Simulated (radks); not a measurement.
Kinetic energies: the exact non-interacting value of the Kohn-Sham orbitals and orbital-free approximations, as 100 (|E| - |E exact|)/|E exact|, negative where the magnitude is too small. Species: Mn [Ar] 3d5 4s2; Re2+ [Xe] 4f14 5d5; Tc10+ [Ar] 3d10 4s2 4p3; O4+ [He] 2s2; Sb3+ [Kr] 4d10 5s2. Calculated with a radial shooting solver on a logarithmic mesh with Libxc functionals: non-relativistic Kohn-Sham, exchange-only LDA, spin-polarised, spherical densities, point nucleus. Every spin shell is full or empty, so the densities are truly spherical. Functionals are evaluated on that one density, not self-consistently.

functional            Mn     Re2+    Tc10+      O4+     Sb3+
exact (hartree)  1146.58  15771.9  4168.40  67.5027  6303.81
Thomas-Fermi       -6.64    -4.75    -5.57   -10.70    -5.26
von Weizsacker    -47.35   -63.81   -55.89   -10.71   -58.73
TF + vW           +46.01   +31.44   +38.54   +78.59   +36.01
TF + vW/5          +3.89    +2.49    +3.25    +7.16    +2.99
LC94               -0.04    -0.02    +0.08    -0.74    +0.07
APBEK              +0.07    +0.01    +0.14    -0.71    +0.12
revAPBEK           +0.34    +0.15    +0.34    +0.06    +0.29
Perdew 92          -0.78    -0.72    -0.66    -0.76    -0.67
Thakkar            -0.41    -0.80    -0.50    -0.55    -0.58
Pearson            -1.35    -0.89    -0.98    -4.83    -0.92
LKT               +25.36   +16.27   +20.62   +50.52   +19.03
Ernzerhof          -0.35    -0.51    -0.35    +1.17    -0.40
